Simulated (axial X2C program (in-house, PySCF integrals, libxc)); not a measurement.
WF⁺: nuclear properties from DFT to coupled cluster

Calculated with an axial X2C code built on PySCF integrals: two-component X2C with atomic mean-field Coulomb and Gaunt terms, Gaussian nuclei, basis W dyall-acv3z, F dyall-av3z with contracted cores.

R = 1.783 Å (near the PBE0 minimum at charge 1 of the determinant lowest at the starting distance; the state shown can have its own minimum elsewhere); state Ω = 1 (⟨Sz⟩ = 1.97, ⟨Lz⟩ = -0.97 at PBE0).

```csv
level,Eeff magnitude (GV/cm),Ws magnitude W (kHz),A∥/gI W (MHz),A∥/gI F (MHz)
PBE0,6.1,6.49,6120,-108
HF,0.871,1.3,5300,-94.6
B3LYP,9.13,9.31,6310,-101
```

Eeff is the effective electric field on the electron electric dipole moment in this Ω state and Ws the scalar–pseudoscalar constant of the nucleus named (defined with the proton number Z and per Ω); A∥ (defined per Ω) follows by multiplying with gI = μI/(I μN). The operators were transformed with the bare-nucleus X2C matrices; with these basis sets, hyperfine constants and field gradients can be off by tens of per cent, and where levels differ in sign neither size nor sign is settled.

Finite-field MP2, CCSD and CCSD(T), with 20 electrons correlated in 130 natural virtual spinors (MP2 remainder added):

| level | Eeff magnitude (GV/cm) | Ws magnitude W (kHz) | A∥/gI W (MHz) | A∥/gI F (MHz) |
| --- | --- | --- | --- | --- |
| MP2 | 4.95 | 4.87 | 5750 | -97.9 |
| CCSD | 4.09 | 4.12 | 5740 | -95.3 |
| CCSD(T) | 5.39 | 5.37 | 5800 | -98 |

T1 = 0.018 (Lee–Taylor). One unrestricted determinant, the lowest of a limited PBE0 search, is the reference; the functionals treat spin collinearly. With several open shells it need not be a pure state. Eeff spreads by more than a factor of two over the levels. Correlation of the inner shells is missing, which matters for properties at the nucleus. Number of frozen shells: W 4 s, 3 p, 2 d, 1 f; F 1 s.

(1) By how much does correlation change each value, CCSD(T) against HF?

## Answers

(1) Eeff magnitude 519 %; Ws magnitude W 313 %; A∥/gI W 9 %; A∥/gI F 4 %.
